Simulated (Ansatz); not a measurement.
C₂H₅BFN (`C=NB(C)F`). Charge 0, multiplicity 1. The geometry is a stationary point of PBE0-D4/def2-TZVP. It is one conformer, not always the lowest.

```xyz
10

C    -1.384   -1.411   -0.671
N    -0.734   -0.674    0.086
B     0.353   -0.043    0.668
C     0.945    1.304    0.131
F     0.867   -0.589    1.784
H    -0.906   -2.086   -1.392
H    -2.480   -1.423   -0.650
H     0.887    2.076    0.905
H     2.008    1.174   -0.097
H     0.443    1.673   -0.763
```

Question: What is the dipole moment at PBE/def2-TZVPP? (Best estimate.)

Answer: Ansatz gave: 2.35 D, with components (-1.08, -0.38, -2.05) D in this frame, pointing from negative to positive charge.

Question: And with r2SCAN, B3LYP, ωB97M-V? (Estimate.)

Answer: Computed: r2SCAN 2.41 D, B3LYP 2.48 D, ωB97M-V 2.50 D.

Question: Give the Mulliken charges with PBE, r2SCAN, B3LYP in def2-TZVPP. (Estimate.)

Answer: The calculation gave: 
| atom | PBE | r2SCAN | B3LYP |
| --- | --- | --- | --- |
| C1 | -0.10 | 0.00 | -0.09 |
| N2 | 0.01 | -0.08 | -0.04 |
| B3 | 0.19 | 0.29 | 0.25 |
| C4 | -0.38 | -0.27 | -0.35 |
| F5 | -0.24 | -0.30 | -0.28 |
| H6 | 0.10 | 0.08 | 0.10 |
| H7 | 0.10 | 0.08 | 0.11 |
| H8 | 0.11 | 0.07 | 0.10 |
| H9 | 0.11 | 0.07 | 0.10 |
| H10 | 0.09 | 0.06 | 0.09 |

B3LYP here is the variant with VWN-RPA as its local correlation; programs differ in this.
